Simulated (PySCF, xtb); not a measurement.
C4H9NS, SMILES C/N=C(\C)SC.

Harmonic wavenumbers (cm⁻¹) from xtb 6.7.1 with GFN2-xTB at its own minimum, in rising order: 64, 79, 96, 129, 171, 232, 253, 342, 454, 483, 713, 746, 951, 953, 960, 988, 1069, 1079, 1110, 1157, 1308, 1378, 1393, 1424, 1437, 1460, 1461, 1471, 1486, 1692, 2927, 2940, 2994, 3006, 3011, 3045, 3051, 3051, 3064.

Question: What does B3LYP-D3(BJ)/def2-SVP run with PySCF give at its own minimum? (An estimate is asked for; the answer gives what the named calculation found.)

Answer: 73, 108, 121, 147, 196, 241, 291, 375, 461, 531, 695, 735, 947, 969, 970, 1009, 1075, 1094, 1143, 1184, 1329, 1377, 1417, 1425, 1445, 1449, 1451, 1462, 1481, 1725, 2975, 3031, 3035, 3051, 3104, 3105, 3140, 3161, 3164. Paired by order, the mean absolute difference is 31 cm⁻¹ and the zero-point energies are 76.7 and 78.2 kcal/mol.
